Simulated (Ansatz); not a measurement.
GeHMe2(nBu) (C6H16Ge), relaxed as a singlet with RKS r2SCAN-D4/def2-SVP in Ansatz, starting from the GFN2-xTB geometry. Force threshold 0.02 eV/Å.

Another isomer (singlet) lies 0.22 eV lower at PBE0-D4/def2-TZVP; other spin states weren't run for this one.

Start:

Cartesian coordinates in Å:
```
C -1.9218 1.5666 2.1087
C 0.1171 -0.8433 2.8369
C -0.3134 0.0249 -0.2817
C 1.0442 -0.4188 -0.8131
C 0.9790 -1.0342 -2.2114
C 0.5617 -0.0383 -3.2873
Ge -0.2340 0.6632 1.6021
H 0.9035 1.6609 1.7329
H -1.8869 1.9027 3.1408
H -2.7615 0.8844 2.0046
H -2.1088 2.4307 1.4781
H 0.1541 -0.5002 3.8666
H 1.0608 -1.3304 2.6109
H -0.6736 -1.5850 2.7571
H -1.0166 -0.8091 -0.3353
H -0.7169 0.8197 -0.9090
H 1.7215 0.4389 -0.8278
H 1.4700 -1.1582 -0.1293
H 1.9661 -1.4312 -2.4622
H 0.2786 -1.8731 -2.2030
H 0.6211 -0.4986 -4.2710
H -0.4604 0.2978 -3.1331
H 1.2162 0.8306 -3.2744
```

**Question.** Estimate the energy that the relaxation releases and the steps that it takes.

**Answer.** 8.7 kJ/mol, in 11 steps; 45 s on 4 threads of Arm Neoverse V1 on a shared host. The force fell under the threshold at step 4, but the optimiser went on and released 0.002 eV more. No frequencies were taken in this run, so the end may be a saddle point.

**Question.** Does the start keep its bonding?

**Answer.** By distances, no bond broke or formed. The bond that changes most is Ge7–H8, from 1.52 to 1.55 Å (atoms count from 1).

**Question.** Predict the relaxed structure.

**Answer.** 
```xyz
23

C    -1.970    1.480    2.116
C     0.208   -0.771    2.779
C    -0.320    0.103   -0.267
C     0.988   -0.507   -0.776
C     0.917   -1.069   -2.200
C     0.623   -0.026   -3.274
Ge   -0.241    0.723    1.596
H     0.853    1.812    1.715
H    -1.944    1.841    3.156
H    -2.761    0.717    2.036
H    -2.241    2.326    1.465
H     0.216   -0.445    3.831
H     1.202   -1.182    2.543
H    -0.533   -1.579    2.675
H    -1.140   -0.637   -0.340
H    -0.625    0.961   -0.891
H     1.792    0.253   -0.729
H     1.305   -1.318   -0.096
H     1.876   -1.568   -2.431
H     0.148   -1.864   -2.235
H     0.643   -0.471   -4.281
H    -0.369    0.434   -3.139
H     1.371    0.786   -3.254
```
Bond lengths: 3 × C–C 1.53 Å; 3 × C–Ge 1.96 to 1.97 Å; 15 × C–H 1.10 to 1.11 Å; 1 × Ge–H 1.55 Å.
